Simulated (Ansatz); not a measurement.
# Ligand exchange: C2Br2F4 + LiF → C2BrF5 + LiBr

Species: C2Br2F4 `FC(F)(Br)C(F)(F)Br`, singlet; LiF, singlet; C2BrF5 (bromopentafluoroethane) `FC(F)(F)C(F)(F)Br`, singlet; LiBr, singlet. The partners trade Br for F: C–Br and Li–F bonds give way to C–F and Li–Br.

Shapes, held fixed at every level: PBE0-D4/def2-TZVP. Flexible molecules stand in one conformer, not always the lowest. Programs: Ansatz 0.2.0. The zero-point and thermal change to 298 K, harmonic and unscaled (PBE0-D4/def2-TZVP), is +3.4 kJ/mol.

```json
{"level": "HF/def2-SVP", "kind": "Hartree–Fock", "ΔH(298 K) (kJ/mol)": "-166.1", "less CCSD(T)/def2-TZVPP": "-80.2"}
{"level": "SPW92/def2-TZVPP", "kind": "LDA", "ΔH(298 K) (kJ/mol)": "-77.2", "less CCSD(T)/def2-TZVPP": "+8.7"}
{"level": "BHLYP-D4/def2-TZVPP", "kind": "global hybrid", "ΔH(298 K) (kJ/mol)": "-97.7", "less CCSD(T)/def2-TZVPP": "-11.8"}
{"level": "PBE0-D4/def2-TZVPP", "kind": "global hybrid", "ΔH(298 K) (kJ/mol)": "-87.9", "less CCSD(T)/def2-TZVPP": "-2.0"}
{"level": "MP2/def2-TZVPP", "kind": "perturbation theory", "ΔH(298 K) (kJ/mol)": "-74.0", "less CCSD(T)/def2-TZVPP": "+11.9"}
{"level": "CCSD/def2-SVP", "kind": "coupled cluster or CI", "ΔH(298 K) (kJ/mol)": "-120.4", "less CCSD(T)/def2-TZVPP": "-34.5"}
{"level": "CCSD(T)/def2-TZVPP", "kind": "coupled cluster or CI", "ΔH(298 K) (kJ/mol)": "-85.9", "less CCSD(T)/def2-TZVPP": "0.0"}
```

The highest level, CCSD(T)/def2-TZVPP, gives ΔH(298 K) = -85.9 kJ/mol; the levels span -166.1 to -74.0. The column of differences is taken from that level and isn't an error. No measured value is set beside it here. Relativity is left out for Br. Outer-core shells of Br, Li are correlated in most correlated rows, in sets that cover them unevenly.
